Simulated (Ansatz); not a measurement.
Gas-phase electronic energies from Ansatz, PBE0-D4/def2-TZVP geometries. CBS: MP2 limit from def2 TZ/QZ plus the TZ coupled-cluster correction, frozen cores. This one scheme is used for every species. def2 core potentials past Kr. For In outer-core shells are correlated without core-valence functions, which leaves a few kJ/mol of doubt a bond. Each species was taken in one conformer, which may not be the lowest.

`BB[CH2][InH2]` + SiH₄ → `[SiH3]B[CH2][InH2]` + BH₃  (formal exchange of groups at a B–B bond)

`BB[CH2][InH2]`:

Z-matrix (Å, degrees):
```
In
B 1 2.501
B 1 2.892 2 34.9
C 1 2.300 2 35.9 3 -136.9
H 1 1.713 2 105.7 3 95.2
H 1 1.718 2 121.8 3 -60.9
H 2 1.213 1 112.2 3 -110.6
H 3 1.220 1 65.8 2 163.1
H 3 1.197 1 168.9 2 -114.1
H 4 1.089 1 95.7 2 121.8
H 4 1.088 1 114.9 2 -119.6
```

SiH₄:

Z-matrix (Å, degrees):
```
Si
H 1 1.485
H 1 1.485 2 109.5
H 1 1.485 2 109.5 3 -120.0
H 1 1.485 2 109.5 3 120.0
```

`[SiH3]B[CH2][InH2]`:

Cartesian coordinates in Å:
```
Si 0.825 -0.782 -1.253
B 0.533 -0.768 0.746
C 0.511 0.561 1.405
In -1.443 0.744 0.148
H -0.351 0.048 -1.804
H 2.004 -0.025 -1.757
H 0.702 -2.068 -1.985
H 0.152 -1.756 1.307
H 0.994 1.443 0.985
H 0.284 0.675 2.465
H -2.671 -0.448 0.100
H -1.540 2.377 -0.356
```

BH₃:

Z-matrix (Å, degrees):
```
B
H 1 1.193
H 1 1.193 2 120.0
H 1 1.193 2 120.0 3 180.0
```

| species | CCSD(T)/CBS(def2) energy (Eh) |
| --- | --- |
| `BB[CH2][InH2]` | -281.60052 |
| SiH₄ | -291.46306 |
| `[SiH3]B[CH2][InH2]` | -546.51356 |
| BH₃ | -26.55200 |

(1) Work out ΔE.

Largest T1 diagnostic among the species: 0.014.

## Answers

(1) ΔE = (-546.51356) + (-26.55200) − (-281.60052) − (-291.46306) = -0.00198 Eh = -5.2 kJ/mol.

From BLYP to BHLYP (50 % exact exchange), in def2-TZVPP and without D4, ΔE moves by −5.4 kJ/mol. The D4 term adds −6.1 kJ/mol with B3LYP and −3.4 kJ/mol with PBE0; it sums over pairs of atoms, weighted by their polarisabilities, and B3LYP, whose exchange is more repulsive, gets the larger term. In def2-TZVPP, CCSD(T) changes the Hartree–Fock value by −9.3 kJ/mol (the triples alone add −2.2 kJ/mol) and MP2 by −12.1 kJ/mol.

B3LYP here is the variant with VWN-RPA as its local correlation; programs differ in this.
